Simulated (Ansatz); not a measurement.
Reaction (cleavage of the Si–Si bond): `F[SiH]([SiH3])[SiH3]` + `[OH][Al]([OH])[Br]` → `[OH][Al]([Br])[O][SiH3]` + `F[SiH2][SiH3]`

Program: Ansatz. Geometries: PBE0-D4/def2-TZVP. ΔE: electronic, gas phase. CCSD(T)/CBS adds triple-zeta CCSD(T) − MP2 to the extrapolated MP2 energy (def2 sets, frozen cores). Functionals use def2-TZVPP. HSE06 is defined as in plane-wave codes. For Br outer-core shells are correlated without core-valence functions, which leaves a few kJ/mol of doubt a bond. Scalar relativity is left out up to krypton. One conformer a species, not always the lowest.

`F[SiH]([SiH3])[SiH3]`:

Cartesian coordinates in Å:
```
F -0.823 -0.352 2.127
Si 0.016 0.292 0.909
Si 1.459 -1.326 0.017
Si -1.467 1.108 -0.713
H 0.814 1.419 1.469
H 2.391 -1.854 1.049
H 2.249 -0.687 -1.071
H 0.677 -2.453 -0.557
H -2.267 -0.006 -1.286
H -0.662 1.729 -1.800
H -2.387 2.129 -0.145
```

`[OH][Al]([OH])[Br]`:

Cartesian coordinates in Å:
```
O -1.310 0.420 -0.913
Al 0.051 0.026 -0.010
O -0.098 -1.154 1.176
Br 2.020 1.054 -0.378
H -1.297 1.081 -1.602
H 0.634 -1.427 1.726
```

`[OH][Al]([Br])[O][SiH3]`:

```xyz
9

O    -0.174    2.153    1.838
Al    0.543    0.810    1.126
Br    2.514    0.132    1.928
O    -0.171   -0.011   -0.144
Si   -0.372   -1.138   -1.304
H    -1.015    2.505    1.552
H    -1.678   -1.820   -1.107
H    -0.363   -0.482   -2.638
H     0.717   -2.148   -1.251
```

`F[SiH2][SiH3]`:

```xyz
8

F     1.333    0.740   -1.678
Si    1.030   -0.262   -0.460
Si   -1.050    0.247    0.489
H     1.052   -1.647   -0.999
H     2.127   -0.113    0.532
H    -1.059    1.635    1.023
H    -1.296   -0.703    1.608
H    -2.136    0.103   -0.515
```

Is it downhill or uphill in electronic energy at CCSD(T)/CBS, and by how much? (Estimate.)

Ansatz gave: Downhill: ΔE = -1.12 eV.

What do these levels give: r2SCANh-D4, r2SCAN0-D4, ωB97X-V, HSE06, MP2/def2-SVP, HF/def2-QZVPP? (An estimate is asked.)

The calculation gave: r2SCANh-D4 -1.05, r2SCAN0-D4 -1.08, ωB97X-V -1.09, HSE06 -0.93, MP2/def2-SVP -1.20, HF/def2-QZVPP -1.48 eV.

Largest T1 diagnostic among the species: 0.013.

Leaving LDA and LC-ωPBE aside and taking each functional with its dispersion term where it has one, the values, not all of them listed here, spread over 0.44 eV, from BHLYP-D4 to revPBE-D4. From PBE to PBE0 (25 % exact exchange), in def2-TZVPP and without D4, ΔE moves by −0.11 eV.
